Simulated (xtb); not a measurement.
Input file for xtb: GFN2-xTB on HIMg (SMILES [MgH][I]), a point of a bond scan (R = 1.851 Å).

```
$ xtb mol.xyz --gfn 2 --sp --chrg 0 --uhf 0
3

Mg    -0.00000000    -0.00000000    -2.02827611
H      0.00000000     0.00000000    -3.87894918
I      0.00000000     0.00000000     0.52924565
```

The log:

```
[...]
           -------------------------------------------------
          |                Calculation Setup                |
           -------------------------------------------------



           -------------------------------------------------
          |                 G F N 2 - x T B                 |
           -------------------------------------------------

        Reference                      10.1021/acs.jctc.8b01176
      * Hamiltonian:
        H0-scaling (s, p, d)           1.850000    2.230000    2.230000
        zeta-weighting                 0.500000
      * Dispersion:
        s8                             2.700000
        a1                             0.520000
        a2                             5.000000
        s9                             5.000000
      * Repulsion:
        kExp                           1.500000    1.000000
        rExp                           1.000000
      * Coulomb:
        alpha                          2.000000
        third order                    shell-resolved
        anisotropic                    true
        a3                             3.000000
        a5                             4.000000
        cn-shift                       1.200000
        cn-exp                         4.000000
        max-rad                        5.000000


          ...................................................
          :                      SETUP                      :
          :.................................................:
          :  # basis functions                  21          :
          :  # atomic orbitals                  19          :
          :  # shells                            7          :
          :  # electrons                        10          :
          :  max. iterations                   250          :
          :  Hamiltonian                  GFN2-xTB          :
          :  restarted?                      false          :
          :  GBSA solvation                  false          :
          :  PC potential                    false          :
          :  electronic temp.          300.0000000     K    :
          :  accuracy                    1.0000000          :
          :  -> integral cutoff          0.2500000E+02      :
          :  -> integral neglect         0.1000000E-07      :
          :  -> SCF convergence          0.1000000E-05 Eh   :
          :  -> wf. convergence          0.1000000E-03 e    :
          :  Broyden damping             0.4000000          :
          :  net charge                          0          :
          :  unpaired electrons                  0          :
          ...................................................

 iter      E             dE          RMSdq      gap      omega  full diag
   1     -0.6117137 -0.611714E+00  0.307E+01    2.31       0.0  T
   2     -0.7031315 -0.914178E-01  0.580E+01    0.00       1.0  T
   3     -4.0405545 -0.333742E+01  0.200E+01    6.46       1.0  T
   4     -4.6759387 -0.635384E+00  0.171E+01    4.50       1.0  T
   5     -4.7372203 -0.612816E-01  0.191E+01    4.77       1.0  T
   6     -4.8093949 -0.721746E-01  0.212E+01    4.97       1.0  T
   7     -4.8487685 -0.393736E-01  0.140E+01    3.38       1.0  T
   8     -4.5699224  0.278846E+00  0.167E+01    1.95       1.0  T
   9     -4.7169683 -0.147046E+00  0.131E+01    2.20       1.0  T
  10     -4.8656419 -0.148674E+00  0.725E+00    4.55       1.0  T
  11     -4.8988188 -0.331769E-01  0.471E+00    3.25       1.0  T
  12     -4.9230199 -0.242011E-01  0.316E+00    4.20       1.0  T
  13     -4.9237587 -0.738773E-03  0.335E+00    4.25       1.0  T
  14     -4.9302955 -0.653684E-02  0.168E+00    4.01       1.0  T
  15     -4.9314502 -0.115470E-02  0.905E-01    3.94       1.0  T
  16     -4.9319952 -0.544954E-03  0.860E-01    4.02       1.0  T
  17     -4.9320842 -0.889678E-04  0.703E-01    4.03       1.0  T
  18     -4.9321215 -0.373261E-04  0.495E-01    4.03       1.0  T
  19     -4.9321610 -0.395371E-04  0.302E-01    4.04       1.0  T
  20     -4.9321865 -0.254606E-04  0.145E-01    4.04       1.0  T
  21     -4.9321933 -0.678196E-05  0.679E-02    4.04       1.0  T
  22     -4.9321949 -0.165986E-05  0.342E-02    4.05       1.7  T
  23     -4.9321956 -0.623319E-06  0.119E-02    4.05       4.8  T
  24     -4.9321956 -0.675470E-07  0.891E-03    4.05       6.5  T
  25     -4.9321957 -0.413676E-07  0.312E-03    4.05      18.5  T
  26     -4.9321957 -0.696135E-08  0.916E-04    4.05      63.0  T
  27     -4.9321957 -0.655182E-09  0.211E-04    4.05     273.8  T

   *** convergence criteria satisfied after 27 iterations ***

         #    Occupation            Energy/Eh            Energy/eV
      -------------------------------------------------------------
         1        2.0000           -0.7180123             -19.5381
         2        2.0000           -0.4550387             -12.3822
         3        2.0000           -0.4070811             -11.0772
         4        2.0000           -0.4070811             -11.0772
         5        2.0000           -0.4044224             -11.0049 (HOMO)
         6                         -0.2557094              -6.9582 (LUMO)
         7                         -0.0592876              -1.6133
         8                         -0.0592876              -1.6133
         9                         -0.0000747              -0.0020
        10                         -0.0000747              -0.0020
       ...                                ...                  ...
        19                          1.2787280              34.7960
      -------------------------------------------------------------
                  HL-Gap            0.1487130 Eh            4.0467 eV
             Fermi-level           -0.3300659 Eh           -8.9816 eV

 SCC (total)                   0 d,  0 h,  0 min,  0.008 sec
 SCC setup                      ...        0 min,  0.000 sec (  1.176%)
 Dispersion                     ...        0 min,  0.000 sec (  0.367%)
 classical contributions        ...        0 min,  0.000 sec (  0.175%)
 integral evaluation            ...        0 min,  0.001 sec ( 11.678%)
 iterations                     ...        0 min,  0.006 sec ( 70.706%)
 molecular gradient             ...        0 min,  0.001 sec ( 14.437%)
 printout                       ...        0 min,  0.000 sec (  1.253%)

         :::::::::::::::::::::::::::::::::::::::::::::::::::::
         ::                     SUMMARY                     ::
         :::::::::::::::::::::::::::::::::::::::::::::::::::::
         :: total energy              -4.923481121585 Eh    ::
         :: gradient norm              0.033611761862 Eh/a0 ::
         :: HOMO-LUMO gap              4.046686309461 eV    ::
         ::.................................................::
         :: SCC energy                -4.932195737678 Eh    ::
         :: -> isotropic ES            0.037042582295 Eh    ::
         :: -> anisotropic ES          0.006908113743 Eh    ::
         :: -> anisotropic XC         -0.008330183821 Eh    ::
         :: -> dispersion             -0.001179885872 Eh    ::
         :: repulsion energy           0.008714616093 Eh    ::
         :: add. restraining           0.000000000000 Eh    ::
         :: total charge              -0.000000000000 e     ::
         :::::::::::::::::::::::::::::::::::::::::::::::::::::

           -------------------------------------------------
          |                Property Printout                |
           -------------------------------------------------

    * Orbital Energies and Occupations

         #    Occupation            Energy/Eh            Energy/eV
      -------------------------------------------------------------
         1        2.0000           -0.7180123             -19.5381
         2        2.0000           -0.4550387             -12.3822
Note: The following floating-point exceptions are signalling: IEEE_UNDERFLOW_FLAG IEEE_DENORMAL
normal termination of xtb
         3        2.0000           -0.4070811             -11.0772
         4        2.0000           -0.4070811             -11.0772
         5        2.0000           -0.4044224             -11.0049 (HOMO)
         6                         -0.2557094              -6.9582 (LUMO)
         7                         -0.0592876              -1.6133
         8                         -0.0592876              -1.6133
         9                         -0.0000747              -0.0020
        10                         -0.0000747              -0.0020
        11                          0.0086482               0.2353
        12                          0.0086482               0.2353
        13                          0.0562821               1.5315
        14                          0.0562821               1.5315
        15                          0.0587989               1.6000
        16                          0.1391732               3.7871
       ...                                ...                  ...
        19                          1.2787280              34.7960
      -------------------------------------------------------------
                  HL-Gap            0.1487130 Eh            4.0467 eV
             Fermi-level           -0.3300659 Eh           -8.9816 eV

     #   Z          covCN         q      C6AA      α(0)
     1  12 Mg       1.555     0.431   113.015    25.389
     2   1 H        0.762    -0.158     8.358     4.557
     3  53 I        0.793    -0.273   392.146    34.186

 Mol. C6AA /au·bohr⁶  :       1076.752379
 Mol. C8AA /au·bohr⁸  :      87543.098611
 Mol. α(0) /au        :         64.132353


Wiberg/Mayer (AO) data.
largest (>0.10) Wiberg bond orders for each atom

 ---------------------------------------------------------------------------
     #   Z sym  total        # sym  WBO       # sym  WBO       # sym  WBO
 ---------------------------------------------------------------------------
     1  12 Mg   1.905 --     3 I    1.071     2 H    0.834
     2   1 H    0.975 --     1 Mg   0.834     3 I    0.141
     3  53 I    1.213 --     1 Mg   1.071     2 H    0.141
 ---------------------------------------------------------------------------

Topologies differ in total number of bonds
Writing topology from bond orders to xtbtopo.mol

molecular dipole:
                 x           y           z       tot (Debye)
 q only:        0.000       0.000      -0.770
   full:        0.000      -0.000      -1.664       4.230
molecular quadrupole (traceless):
                xx          xy          yy          xz          yz          zz
 q only:        1.209       0.000       1.209       0.000       0.000      -2.418
  q+dip:        2.501       0.000       2.501      -0.000      -0.000      -5.001
   full:        5.095      -0.000       5.095      -0.000      -0.000     -10.191


           -------------------------------------------------
          | TOTAL ENERGY               -4.923481121585 Eh   |
          | GRADIENT NORM               0.033611761862 Eh/α |
          | HOMO-LUMO GAP               4.046686309461 eV   |
           -------------------------------------------------

------------------------------------------------------------------------
------------------------------------------------------------------------
 total:
 SCF:
```

The run finished.

Cost: around 0.04 core-seconds (rough).
